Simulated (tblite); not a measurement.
C6H3ClNO (doublet state).
Bonds: C1–C2, C2–C3 (triple), C3–C4, C4–C5 (aromatic), C5–C6 (aromatic), C6–Cl7, C6–O8 (aromatic), O8–N9 (aromatic), C4–N9 (aromatic). Hydrogens: H10, H11, H12 on C1.

Computed geometry: GFN2-xTB, gas phase. This method treats the open shell by occupation alone, without spin polarisation.

Question: List the bond lengths and angles at this level.

Answer: 
```csv
bond,length (Å)
C1–C2,1.439
C2≡C3,1.204
C3–C4,1.401
C4–C5,1.412
C5–C6,1.361
C6–Cl7,1.689
C6–O8,1.346
O8–N9,1.364
C4–N9,1.315
"C1–H10, C1–H11, C1–H12",1.089
```

Bonds in one row agree within 0.01 Å and their mean is given. A selection of angles:
```csv
angle,degrees
C1–C2–C3,179.3
C2–C3–C4,178.1
C3–C4–C5,128.8
C3–C4–N9,123.2
C5–C4–N9,108.1
C4–C5–C6,105.5
C5–C6–Cl7,132.1
C5–C6–O8,109.5
Cl7–C6–O8,118.4
C6–O8–N9,107.4
C4–N9–O8,109.6
```

The 5-membered ring C4–C5–C6–O8–N9 has internal angles of 105.5° to 109.6° (sum 540°, against 540° for a flat polygon); it is planar, 0.00 Å rms from its mean plane, widest ring torsion 0°. The 9 heavy atoms lie in one plane (0.001 Å rms). C6 (carbon bonded to C, Cl and O) is planar (angles 132.1°, 118.4° and 109.5°, sum 360.0°, 0.00 Å off the plane of its three neighbours). C4 (carbon bonded to 2 C and N) is planar (angles 128.8°, 123.2° and 108.1°, sum 360.0°, 0.00 Å off the plane of its three neighbours). The C–C distances run from 1.204 Å (C2≡C3, drawn triple) to 1.439 Å (C1–C2, drawn single), a spread of 0.235 Å.

GFN2-xTB frequencies show an imaginary mode (32i cm⁻¹), so the point is no minimum at that level.

Hardware: one thread of an Intel Xeon at 2.70 GHz, shared host. Cost: 0.33 s. These figures are those of the optimisation.
